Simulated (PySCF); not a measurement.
B(Br)2(Me) (CH3BBr2), SMILES CB(Br)Br. Coordinates come from a B3LYP-D3(BJ)/def2-SVP optimisation.

Computed equilibrium geometry at B3LYP-D3(BJ)/def2-SVP (PySCF confirms it by a frequency run) as bond lengths and angles, and its point group:
point group Cs.
Atoms: B1 Br2 Br3 C4 H5 H6 H7. Bonded distances (Å): B1–Br2 1.923, B1–Br3 1.923, B1–C4 1.558, C4–H5 1.100, C4–H6 1.107, C4–H7 1.100. Bond angles (°): Br2–B1–Br3 118.2, Br2–B1–C4 120.9, Br3–B1–C4 120.9, B1–C4–H5 112.7, B1–C4–H6 107.3, B1–C4–H7 112.7, H5–C4–H6 106.8, H5–C4–H7 110.1, H6–C4–H7 106.8.
Charge 0, spin multiplicity 1.
